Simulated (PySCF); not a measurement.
Species: C3H8GeN2.
Geometry (GFN2-xTB, Å), atoms numbered from 1 in this order:
```
atom  x, y, z in Å
Ge1    2.3008    0.1407   -0.3068
N2     0.4938    0.0612   -0.2469
C3    -0.3789   -0.7730    0.5893
C4    -1.7800   -0.1975    0.3375
C5    -1.4460    0.9433   -0.5928
N6    -0.2088    1.0345   -0.8626
H7     2.8003   -1.2360   -0.6299
H8     2.8606    0.5354    1.0341
H9     2.5991    1.1367   -1.3623
H10   -0.0769   -0.6930    1.6388
H11   -0.2877   -1.8191    0.2822
H12   -2.4491   -0.9145   -0.1430
H13   -2.2627    0.1591    1.2493
H14   -2.1651    1.6217   -1.0090
```

Vertical excitations from PySCF (density fitting, frozen core in the response, grid level 2 and gas phase unless stated; continuum runs use non-equilibrium linear response for the excitations) on a GFN2-xTB geometry. Reference run:

```csv
settings,"S1, eV (f)","S2, eV (f)","S3, eV (f)","S4, eV (f)","S5, eV (f)","S6, eV (f)","T1, eV (Tamm–Dancoff)",mean α (au)
"wB97X-D/def2-SVPD, full TDDFT, 8 singlets",5.44 (0.007),5.49 (0.212),6.14 (0.011),6.27 (0.007),6.44 (0.002),6.71 (0.002),3.65,78.4
```

What do these settings give: (1) KT2/def2-SVPD, full TDDFT, 6 singlets; (2) PBE0/def2-SVPD, grid level 1, full TDDFT, 25 singlets?

```
                                             settings    S1, eV (f)    S2, eV (f)    S3, eV (f)    S4, eV (f)    S5, eV (f)    S6, eV (f)  T1, eV (Tamm–Dancoff)  mean α (au)
                KT2/def2-SVPD, full TDDFT, 6 singlets  4.27 (0.002)  4.76 (0.025)  4.98 (0.089)  5.07 (0.059)  5.39 (0.003)  5.74 (0.046)                      –         83.3
PBE0/def2-SVPD, grid level 1, full TDDFT, 25 singlets  4.96 (0.004)  5.34 (0.182)  5.47 (0.026)  5.71 (0.002)  6.08 (0.002)  6.39 (0.001)                      –         79.2
```

(1) S1 moves by -1.17 eV (KT2 has no exact exchange, wB97X-D range-separated exact exchange). (2) S1 moves by -0.48 eV (PBE0 has 25 % exact exchange, wB97X-D range-separated exact exchange). States are counted by energy in each run and needn't keep their character from row to row.

KT2 was designed for NMR shieldings or shifts; total energies of different functionals aren't comparable.

Give the leading configurations of S1 (H = HOMO, L = LUMO) and the HOMO–LUMO gap of each run.

```json
{"settings": "wB97X-D/def2-SVPD, full TDDFT, 8 singlets", "S1 configurations (weight)": "H→L 0.55, H→L+1 0.22, H→L+2 0.18", "S1 (eV)": "5.44", "orbital gap (eV)": "9.52", "S1 − gap (eV)": "-4.08"}
{"settings": "KT2/def2-SVPD, full TDDFT, 6 singlets", "S1 configurations (weight)": "H→L+1 0.97", "S1 (eV)": "4.27", "orbital gap (eV)": "4.09", "S1 − gap (eV)": "+0.18"}
{"settings": "PBE0/def2-SVPD, grid level 1, full TDDFT, 25 singlets", "S1 configurations (weight)": "H→L 0.87", "S1 (eV)": "4.96", "orbital gap (eV)": "6.15", "S1 − gap (eV)": "-1.19"}
```

 The wB97X-D/def2-SVPD calculation is non-relativistic and has no spin–orbit coupling, an omission that weighs most on germanium.

wB97X-D is run here without its empirical dispersion term; that term would change no orbital, density or response property at a fixed geometry.
